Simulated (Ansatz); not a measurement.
Other settings, tried on the cluster HgBr2⁻.

```yaml
crystal:
  periodic: [false, false, false]
  atoms:
    - {symbol: Hg, position_ang: [-0.324848, -0.565661, -0.150643]}
    - {symbol: Br, position_ang: [-1.894789, 1.138424, 1.298753]}
    - {symbol: Br, position_ang: [2.219636, -0.572763, -1.148100]}
basis:
  gaussian: {orbitals: def2-SVP}
total_charge: -1
magnetization: {spin_polarized: true, initial_magnetization: 1}
hamiltonian: {xc: {name: B3LYP5}}
scf: {omitted_lower_state_checks: [starts]}
output: {forces: true}
```

```sh
$ ansatz run in.yaml --threads 4 --pin off --events-out ev --progress --plain --max-ram 3916MiB
```

It prints (some lines left out):

```
Functional definition: B3LYP5
938 factors; integrals over basis functions are off by at most 3.5e-4 eV
mean field evaluation 1: about -144248.6121 eV, gradient 1.4e1 eV
mean field evaluation 2: about -144248.4879 eV, gradient 1.4e1 eV
mean field evaluation 4: about -144249.2563 eV, gradient 2.9e-1 eV
mean field evaluation 8: about -144249.3314 eV, gradient 7.0e-2 eV
mean field evaluation 16: about -144249.3314 eV, gradient 6.1e-5 eV
mean field -144249.33144539 eV, -5301.0651549094 hartree, gradient 6.0e-5 eV, S^2 0.752605; 0 other end points of the search recorded, 0 dependent functions left out
reference -144249.33167445 eV, -5301.0651633273 hartree; 46, 45 occupied and 50, 51 virtual orbitals, 938 factors
Total energy: -144249.33167445 eV, -5301.0651633273 hartree
Atom 0 at    -0.324848    -0.565661    -0.150643 Å, force    -0.114378    -0.199169    -0.053042 eV/Å
Atom 1 at    -1.894789     1.138424     1.298753 Å, force    -0.198155     0.205782     0.178375 eV/Å
Atom 2 at     2.219636    -0.572763    -1.148100 Å, force     0.312534    -0.006613    -0.125333 eV/Å
Dipole moment:    -0.175075    -0.304860    -0.081190 e Å
Checks for a lower state left out: starts
```

Hardware: 4 threads of Arm Neoverse V1 on a shared host. Wall time 2.6 s.

In the def2 sets Hg takes a core potential; there is no spin–orbit coupling. The highest occupied level of an anion often lies above zero with these methods, and sets without diffuse functions describe the outer electron poorly.

The dipole of an ion depends on the origin.
